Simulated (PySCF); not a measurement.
**InBr⁻: from constants to spectrum**

UHF-MP2 constants of InBr⁻, ²Π (doublet), unpaired electrons π ↑ (basis In def2-TZVPPD with ECP28, Br def2-TZVPPD; scalar-relativistic core potentials; PySCF 2.14; masses 114.9039 and 78.9183 u):

```
ωe              : 146.9 cm⁻¹
ωexe            : 0.684 cm⁻¹
Be              : 0.047509 cm⁻¹
αe              : 0.000270 cm⁻¹
D (centrifugal) : 1.99e-08 cm⁻¹
De to In + Br⁻  : 1.18 eV
```

Give the vibrational terms G(v) and spacings up to v = 6.

G(v) = ωe(v+½) − ωexe(v+½)².

```
v  G(v) (cm⁻¹)  G(v) − G(v−1)  Bv (cm⁻¹)
0         73.3                   0.04737
1        218.8          145.5    0.04710
2        363.0          144.2    0.04683
3        505.8          142.8    0.04656
4        647.2          141.4    0.04629
5        787.3          140.1    0.04602
6        926.0          138.7    0.04575
```

How well does the Morse estimate ωe²/(4ωexe) reproduce De, and what is D0?

It gives 0.98 eV, 83 % of the computed De. D0 = De − G(0) = 1.18 − 0.01 = 1.17 eV.

Correlated steps freeze 13 core orbitals. Spin–orbit coupling is left out, which matters for elements this heavy, above all for dissociation energies. For an ion De counts to the pair picked by the measured ionisation energies or electron affinities, which need not be the lowest pair at this level. The state was picked by a PBE0 search and need not be the measured ground state.
